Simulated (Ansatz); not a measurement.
arsine (SMILES [AsH3]) moved off its minimum; all values from Ansatz (a program for electronic structure), cores frozen in correlated methods.
(charge 0, multiplicity 1)
```xyz
4

As     0.1584    -0.0539    -0.1225
H     -0.7484    -0.8792    -0.7088
H     -0.4895     1.1470    -0.8701
H      1.2820    -0.0821    -0.9211
```

Forces at HF/def2-TZVPP (eV/Å):

```csv
atom,Fx,Fy,Fz
As1,-0.833,3.917,3.801
H2,-2.177,-2.995,-2.069
H3,0.493,-0.360,0.583
H4,2.518,-0.562,-2.315
```

### Question
Give the forces (eV/Å), the total energy and the dipole at CCSD(T)/aug-cc-pVTZ.

### Answer

```tsv
atom	Fx	Fy	Fz
As1	-0.657	3.715	4.295
H2	-2.339	-2.981	-2.200
H3	0.375	-0.242	0.363
H4	2.620	-0.492	-2.458
```
Energy -2236.1421 hartree, dipole 0.73 D.
